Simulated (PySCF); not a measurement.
Ligands exchanged one at a time, Ga Br-NH2. Isolated molecules, 0 K electronic values unless said otherwise. One relaxed conformer stands for each flexible species; it need not be the lowest. Strings in code marks are SMILES.

The T1 excitation (TDA) from two functionals at the same geometries (CAM-B3LYP-D3(BJ)/def2-TZVP), both in PySCF: PBE-D3(BJ)/def2-TZVP and CAM-B3LYP-D3(BJ)/def2-TZVP. Excitations are Tamm–Dancoff values on a coarser integration grid. The basis has no diffuse functions, so Rydberg states are missing or too high.

```
species                                               PBE-D3(BJ)/def2-TZVP (eV)  CAM-B3LYP-D3(BJ)/def2-TZVP (eV)
----------------------------------------------------  -------------------------  -------------------------------
0 of 3 Br replaced by NH2 (`[Br][Ga]([Br])[Br]`)                           4.19                             5.04
1 of 3 Br replaced by NH2                                                  4.25                             5.19
2 of 3 Br replaced by NH2 (`[Ga]([Br])([NH2])[NH2]`)                       4.38                             5.21
3 of 3 Br replaced by NH2 (`[NH2][Ga]([NH2])[NH2]`)                        4.45                             5.25
```

Over these rows, drawn at random from the members with no instability flagged (it was tested for open shells, ions and some series alone), PBE minus CAM-B3LYP-D3(BJ): mean -0.85 eV, from -0.94 eV to -0.80 eV.
